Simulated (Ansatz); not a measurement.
Cost and result for the atomization energy of `[CH3][Ga]([SH])[SH]` (9 atoms, 8 bonds).

Z-matrix (Å, degrees):
```
C
Ga 1 1.955
H 1 1.092 2 109.8
H 1 1.092 2 110.1 3 118.9
H 1 1.090 2 110.9 3 -120.3
S 2 2.203 1 121.5 3 116.0
S 2 2.207 1 123.6 3 -63.8
H 6 1.343 2 94.7 1 -179.8
H 7 1.343 2 94.1 1 -0.1
```

Charge 0, multiplicity 1. Correlated methods include outer-core shells of Ga, which these sets cover unevenly. Scalar relativity is left out up to krypton. The structure was optimised at the PBE0-D4/def2-TZVP level. It is one conformer, not always the lowest. Program: Ansatz. All runs use 4 threads of an Intel Xeon Platinum 8175M on a shared host. Times are those of one run each, without the atoms' runs, and a repeat can differ threefold. Electronic energies, without spin–orbit coupling; frozen cores. CCSD(T)/CBS adds CCSD(T) − MP2 in def2-TZVPP to the MP2 limit, and its time is that of the two runs behind it. T1 = 0.012. With those shells the extrapolation isn't a true limit. HSE06 is the plane-wave form, built on full-range PBE exchange.

CCSD(T)/CBS is a level of theory with its own doubt, some kJ/mol a heavy atom from the limit and from the frozen cores, so smaller differences don't rank the functionals.

```tsv
level	functions	wall time
BLYP-D4/def2-TZVPP	233	2 s
revPBE-D4/def2-TZVPP	233	2.1 s
PBE-D4/def2-TZVPP (with forces)	233	2.6 s
BHLYP-D4/def2-TZVPP	233	3.6 s
HSE06-D4/def2-TZVPP	233	3.9 s
CAM-B3LYP-D4/def2-TZVPP	233	4.2 s
CCSD(T)/def2-SVP	107	4.2 s
B2PLYP/def2-TZVPP	233	5.5 s
PBE-QIDH/def2-TZVPP	233	5.5 s
ωB97M-V/def2-TZVPP (with forces)	233	11 s
MP2/def2-QZVPP	436	20 s
CCSD(T)/def2-TZVPP	233	74 s
CCSD(T)/CBS(def2)	–	94 s
```

Question: What atomization energy does each give, and how far from CCSD(T)/CBS? (An estimate is asked.)

Answer: Ansatz gave: 
```tsv
level	atomization (kcal/mol)	difference from CCSD(T)/CBS	per bond
BLYP-D4/def2-TZVPP	678.0	-14.2	-1.8
revPBE-D4/def2-TZVPP	680.5	-11.7	-1.5
PBE-D4/def2-TZVPP (with forces)	696.3	4.1	0.5
BHLYP-D4/def2-TZVPP	670.3	-21.9	-2.7
HSE06-D4/def2-TZVPP	690.0	-2.2	-0.3
CAM-B3LYP-D4/def2-TZVPP	685.5	-6.7	-0.8
CCSD(T)/def2-SVP	646.7	-45.5	-5.7
B2PLYP/def2-TZVPP	677.9	-14.3	-1.8
PBE-QIDH/def2-TZVPP	688.1	-4.1	-0.5
ωB97M-V/def2-TZVPP (with forces)	691.6	-0.6	-0.1
MP2/def2-QZVPP	691.9	-0.3	0.0
CCSD(T)/def2-TZVPP	675.6	-16.6	-2.1
CCSD(T)/CBS(def2)	692.2	0.0	0.0
```

From BLYP to BHLYP (50 % exact exchange), in def2-TZVPP and without D4, the atomization energy moves by −4.3 kcal/mol: exact exchange takes away binding that semilocal exchange gives to molecules. Leaving LDA and LC-ωPBE aside and taking each functional with its dispersion term where it has one, the values spread over 26.0 kcal/mol, from BHLYP-D4 to PBE-D4. LDA lies +92.5 kcal/mol from PBE without D4, its usual overbinding. At CCSD(T), def2-SVP lies −45.5 kcal/mol from the extrapolated value and def2-TZVPP −16.7 kcal/mol: correlation converges slowly with the basis, and small sets miss more of it in the bonded molecule than in its fragments.
